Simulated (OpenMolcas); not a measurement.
# Ar³⁺: input and output

Input:

```
&GATEWAY
Coord
1

Ar 0.0 0.0 0.0
Basis=ANO-RCC-VDZP
Group=XYZ
NoMove
AngMom=0.0 0.0 0.0
AMFI
&SEWARD
&RASSCF
FileOrb=start.orb
Symmetry=2
Spin=4
nActEl=3 0 0
Inactive=3 3
Ras2=0 3
CIRoot=1 1 1
SDav=1
CIMx=300
Iter=120 100
PrWF=0.3
OrbListing=Nothing
MaxOrb=0
Atom
>>> COPY $Project.JobIph JOB001
&RASSCF
FileOrb=start.orb
Symmetry=2
Spin=2
nActEl=3 0 0
Inactive=3 3
Ras2=0 3
CIRoot=8 8 1
SDav=8
CIMx=300
Iter=120 100
PrWF=0.3
OrbListing=Nothing
MaxOrb=0
Atom
>>> COPY $Project.JobIph JOB002
&RASSI
NrOfJobIphs=2 1 8
1
1 2 3 4 5 6 7 8
IphNames
JOB001
JOB002
EJob
SpinOrbit
DIPRint=1.0
SOCoupling=1000.0
Subsets=2
MEES
Property=10
'ANGMOM' 1 'ANGMOM' 2 'ANGMOM' 3 'MLTPL  1' 1 'MLTPL  1' 2 'MLTPL  1' 3
'AMFI' 1 'AMFI' 2 'AMFI' 3 'MLTPL  2' 6
SOProperty=3
'ANGMOM' 1 'ANGMOM' 2 'ANGMOM' 3
```

A driver script runs the steps one by one and writes start.orb anew before each from the orbitals found so far.

Output, cut to the results:

```
--- SEWARD ---
Basis set label: AR.ANO-RCC...4S3P1D.

      Electronic valence basis set:
      ------------------
      Associated Effective Charge  18.000000 au
      Associated Actual Charge     18.000000 au
      Nuclear Model: Point charge

      Shell  nPrim  nBasis  Cartesian Spherical Contaminant
         s      17       4        X
         p      12       3        X
         d       5       1                 X
                  Relativistic Douglas-Kroll-Hess integrals:
                    - DKH order of Hamiltonian: 2
                    - DKH order of Properties : 0
                  Atomic mean-field integrals
--- RASSCF ---
Wave function specifications:
      -----------------------------

      Number of closed shell electrons          12
      Number of electrons in active shells       3
      Max number of holes in RAS1 space          0
      Max nr of electrons in RAS3 space          0
      Number of inactive orbitals                6
      Number of active orbitals                  3
      Number of secondary orbitals               9
      Spin quantum number                      1.5
      State symmetry                             2
Orbital specifications:
      -----------------------

      Symmetry species                           1   2
                                                ag  au
      Frozen orbitals                            0   0
      Inactive orbitals                          3   3
      Active orbitals                            0   3
      RAS1 orbitals                              0   0
      RAS2 orbitals                              0   3
      RAS3 orbitals                              0   0
      Secondary orbitals                         6   3
      Deleted orbitals                           0   0
      Number of basis functions                  9   9
      Number of CSFs                             1
      Number of root(s) required                 1
      Iter CI   SX   CI       RASSCF       Energy    max ROT     max BLB   max BLB  Level Ln srch  Step   QN
          iter iter root      energy       change     param      element    value   shift minimum  type update
 Nr of preliminary CI iterations:   1
        1   1    5    1  -525.43468990    0.00E+00   1.87E-01*   3   4 1  5.14E-01*  0.00   0.00    SX    NO
        2   1    4    1  -525.66936790   -2.35E-01*  4.34E-03    2   4 1  3.86E-02*  0.00   0.00    SX    NO
        3   1    3    1  -525.66998806   -6.20E-04* -3.64E-04    3   4 1  1.80E-03*  0.00   0.00    SX    NO
        4   1    3    1  -525.66998932   -1.26E-06* -6.18E-05    3   4 1  3.06E-04*  0.00   0.00    SX    NO
        5   1    3    1  -525.66998934   -2.40E-08* -1.15E-05    3   4 1  4.74E-05   0.00   1.19    QN   YES
        6   1    2    1  -525.66998934   -6.36E-10   1.35E-07    3   6 2  4.25E-07   0.00   1.00    QN   YES
      Convergence after  6 iterations
        7   1    2    1  -525.66998934   -7.96E-13   1.35E-07    2   4 1  4.27E-08   0.00   1.00    QN   YES
      Natural orbitals and occupation numbers for root  1
      sym 2:   1.000000   1.000000   1.000000
::    RASSCF root number  1 Total energy:   -525.66998934
--- RASSCF ---
Wave function specifications:
      -----------------------------

      Number of closed shell electrons          12
      Number of electrons in active shells       3
      Max number of holes in RAS1 space          0
      Max nr of electrons in RAS3 space          0
      Number of inactive orbitals                6
      Number of active orbitals                  3
      Number of secondary orbitals               9
      Spin quantum number                      0.5
      State symmetry                             2
Orbital specifications:
      -----------------------

      Symmetry species                           1   2
                                                ag  au
      Frozen orbitals                            0   0
      Inactive orbitals                          3   3
      Active orbitals                            0   3
      RAS1 orbitals                              0   0
      RAS2 orbitals                              0   3
      RAS3 orbitals                              0   0
      Secondary orbitals                         6   3
      Deleted orbitals                           0   0
      Number of basis functions                  9   9
      Number of CSFs                             8
      Number of root(s) required                 8
...
--- RASSI ---
SPIN-FREE ENERGIES:
  (Shifted by EMIN (a.u.) =       -525.6699893445)

 SF State       Relative EMIN(au)   Rel lowest level(eV)    D:o, cm**(-1)      L_eff

     1             0.0000000000        0.0000000000              0.0000         0.0
     2             0.1183838944        3.2213898746          25982.2616         2.0
     3             0.1183838944        3.2213898746          25982.2616         2.0
     4             0.1183838944        3.2213898746          25982.2616         2.0
     5             0.1183838944        3.2213898746          25982.2616         2.0
     6             0.1183838944        3.2213898746          25982.2616         2.0
     7             0.1967616776        5.3541580084          43184.1967         1.0
     8             0.1967616776        5.3541580084          43184.1967         1.0
     9             0.1967616776        5.3541580084          43184.1967         1.0
     Dipole printing threshold changed to   1.00000000E+00
Eigenvalues of complex Hamiltonian:
   -----------------------------------
  (Shifted by EMIN (a.u.) =       -525.6699893445)

 SO State       Relative EMIN(au)   Rel lowest level(eV)    D:o, cm**(-1)     J-value

     1            -0.0001439284        0.0000000000              0.0000         1.1
     2            -0.0001439284        0.0000000000              0.0000         1.3
     3            -0.0001439284        0.0000000000              0.0000         1.2
     4            -0.0001439284        0.0000000000              0.0000         1.1
     5             0.1179427725        3.2133028295          25917.0352         1.4
     6             0.1179427725        3.2133028295          25917.0352         1.4
     7             0.1179427725        3.2133028295          25917.0352         0.9
     8             0.1179427725        3.2133028295          25917.0352         0.9
     9             0.1183838944        3.2253063662          26013.8502         2.1
...
```

The J values that RASSI prints are effective ones from its own formula and need not be integers or half-integers; the table below assigns J from the states.

Levels above the lowest, from the spin-orbit matrix, grouped by J:

| Configuration | Term | J | E (cm⁻¹) | Measured (cm⁻¹) | g | Term weight % |
| --- | --- | --- | --- | --- | --- | --- |
| 3s² 3p³ | ⁴S° | 3/2 | 0.0 | 0.0 | 2.002 | 100 |
| 3s² 3p³ | ²D° | 3/2 | 25917 | 21091 | 0.803 | 99 |
| 3s² 3p³ | ²D° | 5/2 | 26014 | 21220 | 1.200 | 100 |
| 3s² 3p³ | ²P° | 1/2 | 43216 | 34855 | 0.666 | 100 |
| 3s² 3p³ | ²P° | 3/2 | 43344 | 35032 | 1.332 | 99 |

Against the 4 measured excited levels shown (Saloman, J. Phys. Chem. Ref. Data 39, 033101 (2010)) the mean absolute deviation is 6600 cm-1; the largest miss in energy is 3s² 3p³ ²P°_1/2: computed 43216, measured 34855 cm⁻¹ (+24.0 %).

With the s shell closed, the reference lacks s² → p² mixing. The basis is small and was not contracted for so high a charge. Computed and measured levels are paired by configuration, term and J; levels that our copy of the source lacks, or whose pairing is in doubt (as where it misses far off the trend of its configuration), stay unpaired and out of the deviations. Only configurations of the active space appear.

The term weight is that of the spin-free term in the level, not the purity of its configuration. ° marks odd parity.
